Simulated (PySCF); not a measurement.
NbS(OMe)3, C₃H₉NbO₃S (singlet state).
Z-matrix (Å and degrees, PBE0-D3(BJ)/def2-SVP geometry), rows numbered from 1:
```
Nb
S   1  2.1600
O   1  1.8705  2  107.88
C   3  1.3921  1  149.08  2    -2.44
H   4  1.1038  3  110.88  1    -1.00
H   4  1.1029  3  110.14  1  -121.35
H   4  1.1028  3  110.18  1   119.34
O   1  1.8698  2  108.12  3  -119.98
C   8  1.3925  1  148.96  2     0.20
H   9  1.1036  8  110.87  1    -2.85
H   9  1.1027  8  110.07  1  -123.18
H   9  1.1028  8  110.14  1   117.46
O   1  1.8692  2  108.42  3   120.17
C  13  1.3918  1  149.91  2    -8.55
H  14  1.1036 13  110.85  1    16.61
H  14  1.1028 13  110.30  1  -103.77
H  14  1.1026 13  109.95  1   136.86
```

Theory: TDDFT wB97X-D/def2-SVPD, vertical, gas phase, core orbitals frozen in the response, def2 core potentials past Kr (PySCF 2.14.0, density-fitted response routines). Spin–orbit coupling is left out.

```tsv
state	λ (nm)	E (eV)	f	main configurations (H = HOMO, L = LUMO)
S1	294.9	4.20	0.0000	H-1/H→L (≥54%), H-1/H→L+1 (≥26%)
S2	276.4	4.48	0.0031	H-1/H→L+1 (≥49%), H-1/H→L (≥46%)
S3	276.4	4.49	0.0031	H-1/H→L+1 (≥50%), H-1/H→L (≥45%)
S4	240.1	5.16	0.0003	H-2→L (95%)
S5	238.9	5.19	0.0002	H-2→L+1 (95%)
S6	228.8	5.42	0.064	H-1/H→L+1 (≥33%), H-1/H→L (≥19%)
S7	216.4	5.73	0.013	H-1/H→L+2 (≥55%), H-1/H→L+3 (≥19%)
S8	216.2	5.73	0.013	H-1/H→L+2 (≥53%), H-1/H→L+3 (≥17%)
S9	212.0	5.85	0.0006	H-1/H→L+4 (≥55%), H-1/H→L+5 (≥21%)
```

Triplets, Tamm–Dancoff:

| state | E (eV) | λ (nm) | main configurations (H = HOMO, L = LUMO) |
| --- | --- | --- | --- |
| T1 | 3.71 | 334.3 | H-1/H→L (≥53%), H-1/H→L+1 (≥25%) |
| T2 | 3.96 | 312.9 | H-1/H→L (≥53%), H-1/H→L+1 (≥27%) |
| T3 | 3.96 | 312.9 | H-1/H→L+1 (≥53%), H-1/H→L (≥27%) |
| T4 | 4.23 | 293.1 | H-1/H→L+1 (≥54%), H-1/H→L (≥26%) |

The lowest singlet comes at 295 nm (406 kJ/mol) in the ultraviolet; it is dark (f under 0.0005); its leading configuration is HOMO-1/HOMO→LUMO (≥54%). The strongest level in the table is S6 at 5.42 eV (229 nm, f = 0.064). S2/S3 and S7/S8 lie within about 0.01 eV of each other in each set. For S1 the Löwdin share of niobium is 19% in HOMO and 59% in LUMO. The listed states span 1.64 eV, and the widest gap between neighbours is 0.68 eV (S3 to S4). Weighted by f, the mean energy of these states is 5.44 eV. Orbital energies (eV): HOMO-3 -10.24, HOMO-2 -9.86, HOMO-1 -9.11, HOMO -9.11, LUMO 0.44, LUMO+1 0.46, LUMO+2 1.39. Orbitals of the list HOMO-3 to LUMO+2 that lie within 0.01 eV of each other are written together with a slash and their weights summed (≥ marks a lower bound); for degenerate orbitals outside that list single weights are arbitrary. Singlets were solved by full linear response, triplets in the Tamm–Dancoff approximation. The highest level found (5.93 eV, f 0.0003 so far) is left out, since the window may have cut off a degenerate partner.

On an Arm Neoverse V2 with one thread, on a shared host, this took 2.0 min (with the writing of density and orbital grids) and 1.4 GiB of memory at its peak.
